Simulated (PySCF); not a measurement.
Cartesian coordinates in Å; atom numbers follow the order of the lines, from 1:
```xyz
15

C    -2.401   -0.956    0.212
C    -1.080   -1.060    0.091
C    -0.184    0.069    0.016
C    -0.492    1.453    0.052
C     0.697    2.113   -0.053
O     1.717    1.266   -0.151
C     1.206    0.013   -0.111
C     2.068   -1.133   -0.197
O     1.762   -2.286   -0.177
Cl    3.773   -0.667   -0.349
H    -2.902   -0.005    0.262
H    -3.027   -1.829    0.265
H    -0.603   -2.028    0.043
H    -1.461    1.897    0.143
H     0.924    3.162   -0.067
```

Computed data (PySCF 2.14.0 with density-fitted response routines): σ from GIAO-PBE0/pcSseg-1, GFN2-xTB geometry. Isolated molecule, non-relativistic, a single conformation.

δ = σ(ref) − σ, references computed at the same level: ¹³C (186.93 ppm), ¹H (31.72 ppm) against TMS; ¹⁷O (336.08 ppm) vs H2O; ³⁵Cl (949.78 ppm) against HCl.

| atoms | nucleus | count | Hirshfeld charge | δ (ppm) |
| --- | --- | --- | --- | --- |
| C5 | ¹³C | 1 | 0.04 | ? |
| C3 | ¹³C | 1 | 0.00 | 144.5 |
| H11 | ¹H | 1 | 0.05 | ? |
| C4 | ¹³C | 1 | -0.08 | 116.8 |
| O9 | ¹⁷O | 1 | -0.20 | ? |
| C1 | ¹³C | 1 | -0.08 | 129.2 |
| C7 | ¹³C | 1 | 0.03 | 145.7 |
| H15 | ¹H | 1 | 0.08 | ? |
| H13 | ¹H | 1 | 0.05 | ? |
| Cl10 | ³⁵Cl | 1 | -0.07 | 441 |
| H14 | ¹H | 1 | 0.06 | 7.16 |
| C2 | ¹³C | 1 | -0.04 | 134.9 |
| H12 | ¹H | 1 | 0.06 | 6.03 |
| O6 | ¹⁷O | 1 | -0.05 | 307.3 |
| C8 | ¹³C | 1 | 0.15 | 164.7 |

Estimate the values marked ?.

Results:


- C5: 154.3 ppm, aromatic CH next to the ring oxygen
- H13: 7.94 ppm, hydrogen on an alkene CH; a vinylic proton, deshielded by the sp2 carbon and the C=C anisotropy
- H15: 7.64 ppm, hydrogen on an aromatic CH next to the ring oxygen; it sits in the deshielding region of the aromatic ring current
- H11: 6.31 ppm, hydrogen on a terminal =CH2 carbon; a vinylic proton, deshielded by the sp2 carbon and the C=C anisotropy
- O9: 530.9 ppm, carbonyl oxygen

Carbons that carry Cl, above all several Cl atoms, come out too deshielded, partly because spin–orbit coupling is missing. Shifts are as computed. Against solution values, carbons near 30 ppm lie about +3 ppm off and those near 130 ppm about +5 ppm; carbons on Cl a further +6 ppm. Of 1211 compounds with measured shifts, 218 miss one by over three times the rms of a fit or turn the order of signals round; such compounds aren't used in these exercises. Unscaled 17O shifts of doubly bonded oxygen tend to come out too high, by tens of ppm or more. Experimental scales use liquid or dissolved standards, which lie at an offset from isolated H2O (liquid H2O: subtract about 36 ppm).
